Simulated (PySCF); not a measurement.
This PySCF input asks for the NMR shieldings of `FB(F)C[SiH2][SiH2][SiH3]`, CH$_{9}$BF$_{2}$Si$_{3}$; the geometry comes from GFN2-xTB.

```python
import basis_set_exchange as bse
import numpy as np
from pyscf import gto, dft
from pyscf.prop import nmr

atoms = """
F     1.417260   -1.443823    1.340046
B     2.106604   -0.797730    0.403914
F     3.347397   -0.522586    0.773417
C     1.462210   -0.304521   -0.905107
Si    0.544634    1.353693   -0.522559
Si   -1.045262    0.962254    1.123050
Si   -2.279401   -0.987217    0.857267
H     2.189959   -0.125410   -1.691384
H     0.716493   -1.000747   -1.282600
H     1.594253    2.342093   -0.231735
H     0.000456    1.742833   -1.834801
H    -0.391050    0.994790    2.441851
H    -1.935294    2.138532    1.164858
H    -3.029062   -0.944632   -0.405785
H    -3.270283   -1.216749    1.912058
H    -1.436512   -2.181834    0.795628
"""
names = dict.fromkeys(["F", "B", "C", "Si", "H"], "pcSseg-1")
basis = {el: gto.basis.parse(bse.get_basis(n, elements=[el], fmt="nwchem")) for el, n in names.items()}
mol = gto.M(atom=atoms, basis=basis, charge=0, verbose=0)
mf = dft.RKS(mol, xc="PBE0")
mf.grids.level = 2
mf.grids.alignment = dft.numint.BLKSIZE   # the property module wants whole blocks of grid points
mf.conv_tol = 1e-9
mf.kernel()

calc = nmr.RKS(mf)   # GIAO
C = mf.mo_coeff
Co = C[:, mf.mo_occ > 0]
resp = mf.gen_response(singlet=True, hermi=2)
def vind(x):   # induced exchange potential for any number of trial vectors
    d = np.einsum("pi,xij,qj->xpq", C, 2 * x.reshape(-1, C.shape[1], Co.shape[1]), Co, optimize=True)
    return np.einsum("xpq,pi,qj->xij", resp(d - d.transpose(0, 2, 1)), C, Co, optimize=True).ravel()
mo1, _ = nmr.rhf.solve_mo1(calc, with_cphf=vind)
sigma = calc.kernel(mo1)
for i, s in enumerate(sigma):   # ppm
    w = np.linalg.eigvalsh((s + s.T) / 2)
    print("%2d %-2s iso %8.1f  s11 %8.1f  s22 %8.1f  s33 %8.1f" % (i, mol.atom_pure_symbol(i), w.mean(), *w))
```

Question: Give the expected output.

Answer: 
```
 0 F  iso    247.3  s11     83.4  s22    296.8  s33    361.8
 1 B  iso     70.9  s11     37.0  s22     80.6  s33     95.0
 2 F  iso    241.2  s11     73.9  s22    291.2  s33    358.4
 3 C  iso    189.9  s11    180.6  s22    187.0  s33    202.0
 4 Si iso    420.9  s11    392.9  s22    410.2  s33    459.6
 5 Si iso    478.4  s11    466.6  s22    478.7  s33    489.7
 6 Si iso    464.9  s11    453.2  s22    462.6  s33    478.8
 7 H  iso     31.1  s11     26.3  s22     27.8  s33     39.1
 8 H  iso     31.5  s11     27.3  s22     29.5  s33     37.6
 9 H  iso     27.5  s11     23.7  s22     25.6  s33     33.1
10 H  iso     27.4  s11     23.8  s22     25.3  s33     33.0
11 H  iso     28.3  s11     24.9  s22     26.1  s33     33.8
12 H  iso     28.3  s11     24.3  s22     25.7  s33     35.0
13 H  iso     28.2  s11     24.7  s22     26.1  s33     33.8
14 H  iso     28.0  s11     24.5  s22     25.2  s33     34.4
15 H  iso     28.0  s11     23.8  s22     27.7  s33     32.6
```

These numbers come from an equivalent density-fitted implementation of the same equations, which agrees with the script to about 0.01 ppm for H and up to a few tenths of a ppm for heavy atoms, so last digits may differ.

Size and cost of the density-fitted run: 185 basis functions, 2.1 min wall time (93 s CPU) on 1 thread of an Intel Xeon, shared host; peak memory 0.88 GiB.
